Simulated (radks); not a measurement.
Results of a calculation; reference values are marked as such.
Spherical jellium clusters: N electrons in a uniform positive sphere of charge N and radius rs N^(1/3), rs = 3.14 bohr. Level of theory: non-relativistic Kohn-Sham, exchange-only LDA, spin-polarised, spherical densities (a radial shooting solver with Libxc functionals). Levels are named by radial order and angular momentum (1s, 1p, 1d, 2s, ...), and open shells are averaged over m.

N = 9, configuration 1s2 1p6 1d(up 1, down 0). This is the lowest configuration that the search found. Occupied and some empty levels:

level    occupation  eigenvalue (eV)  <r> (bohr)
1s up             1          -5.3647       4.389
1s down           1          -5.2228       4.240
1p up             3          -3.5399       5.488
1p down           3          -3.2721       5.384
1d up             1          -1.4990       6.712
2s up             0          -1.1851       7.374
1d down           0          -1.1589       6.681
2s down           0         -0.94886       7.371
2p up             0         -0.13316       13.06

Energy (eV): total -6.27314, kinetic 22.182, external -387.26, Hartree 186.18, exchange-correlation -29.848, background 202.48.
